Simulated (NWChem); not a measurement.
System: CH4BeO; SMILES [BeH][O]C

```xyz
7

Be    -0.0047     1.6443    -0.0006
H     -0.0209     2.9833    -0.0018
O      0.0121     0.2413     0.0013
C     -0.0047    -1.1423    -0.0005
H      0.9284    -1.5576     0.4430
H     -0.8630    -1.5363     0.5894
H     -0.0938    -1.5434    -1.0355
```
Atoms are numbered in this order, from 1.

Program: NWChem. Pople sets run with spherical d functions. All runs use the structure optimised with PBE-D3(BJ)/def2-SVP. Level PBE/6-31G*: energy and gradient on several grids; changes count from the extra-fine grid, which is no exact limit either.

Question: Which is the coarsest grid (fine; xfine; medium; xcoarse; coarse) from which on the energy stays within 50 μHa and each gradient component within 100 μHa/bohr of xfine?

Answer: medium.
```tsv
grid	size of the energy change (μHa)	largest change of a gradient component (μHa/bohr)	time, medium = 1 (rough)
xcoarse	500	4000	about 1
coarse	< 10	200	about 1
medium	< 10	< 30	about 1
fine	< 10	< 30	about 1
xfine	< 10	< 30	3
```
